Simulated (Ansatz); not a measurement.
A nudged elastic band was laid between two geometries of AlH$_{7}$O$_{2}$Si (11 atoms, charge 0, multiplicity 1).

Level of theory: Ansatz, RKS r2SCAN-D4/6-31G*.

```
movable images  : 9
climbing image  : yes
spring          : 5.0 eV/Å²
optimiser       : quadratic models (default)
start path      : through a guess of the saddle point
force threshold : 0.05 eV/Å
iteration limit : 60
end points      : relaxed
```

First end point:

```xyz
11
Properties=species:S:1:pos:R:3
Al -1.341 -0.327 0.632
O -0.340 -1.324 1.696
H -1.713 -0.940 -0.800
H -2.304 0.728 1.349
H 0.834 -0.040 0.882
O 0.406 0.549 0.206
Si 1.119 0.652 -1.343
H -0.579 -1.399 2.627
H 0.178 1.464 -2.142
H 2.427 1.336 -1.189
H 1.315 -0.699 -1.919
```

Last end point:

```xyz
11
Properties=species:S:1:pos:R:3
Al -1.310 -0.167 0.427
O -0.406 -1.350 1.783
H -2.280 -1.093 -0.432
H -1.887 0.957 1.411
H 0.505 -1.205 1.449
O 0.290 0.126 -0.235
Si 1.159 0.766 -1.467
H -0.441 -0.960 2.673
H 0.290 1.396 -2.507
H 2.098 1.813 -0.966
H 1.984 -0.283 -2.137
```

Task: What changes between the two ends?

Result: Bonds broken: H5–O6. Bonds formed: O2–H5.

Task: What energy profile does the band end with?

Result: It converged. The highest image is number 4 of 0 to 10, 0.097 eV above the first end and 0.431 eV above the last; the last end lies 0.334 eV below the first. A vibrational analysis at the climbing image gives one clearly imaginary mode, 737i cm⁻¹: a first-order saddle point. The orbitals stay closed-shell, which can raise the energy where a bond breaks towards radicals; this wasn't checked here.

| image | path coordinate (Å) | energy (eV) | H5–O6 (Å) | O2–H5 (Å) |
| --- | --- | --- | --- | --- |
| 0 | 0.00 | 0.000 | 0.99 | 1.92 |
| 1 | 0.27 | 0.003 | 1.00 | 1.87 |
| 2 | 0.54 | 0.012 | 1.00 | 1.78 |
| 3 | 0.80 | 0.038 | 1.03 | 1.62 |
| 4 | 1.07 | 0.097 | 1.16 | 1.33 |
| 5 | 1.48 | -0.196 | 1.60 | 1.03 |
| 6 | 1.89 | -0.313 | 1.98 | 0.99 |
| 7 | 2.29 | -0.332 | 2.14 | 0.98 |
| 8 | 2.70 | -0.334 | 2.13 | 0.98 |
| 9 | 3.11 | -0.334 | 2.13 | 0.98 |
| 10 | 3.51 | -0.334 | 2.16 | 0.98 |

Task: What is the geometry of the highest image?

Result: 
```xyz
11
Properties=species:S:1:pos:R:3
Al -1.441 -0.282 0.554
O -0.234 -1.245 1.591
H -2.023 -1.086 -0.689
H -2.301 0.736 1.426
H 0.489 -0.369 0.907
O 0.278 0.435 0.098
Si 1.175 0.664 -1.304
H -0.243 -1.086 2.546
H 0.410 1.581 -2.184
H 2.479 1.277 -0.942
H 1.412 -0.627 -2.003
```

Task: What are the harmonic wavenumbers there?

Result: 737i, 59, 72, 128, 426, 453, 468, 510, 568, 630, 705, 731, 757, 781, 838, 950, 952, 964, 1031, 1293, 1867, 1928, 1943, 2264, 2273, 2283, 3805 cm⁻¹.

Time of the run: 7 min on 2 threads of Arm Neoverse V2 (shared host), peak memory 0.15 GiB.
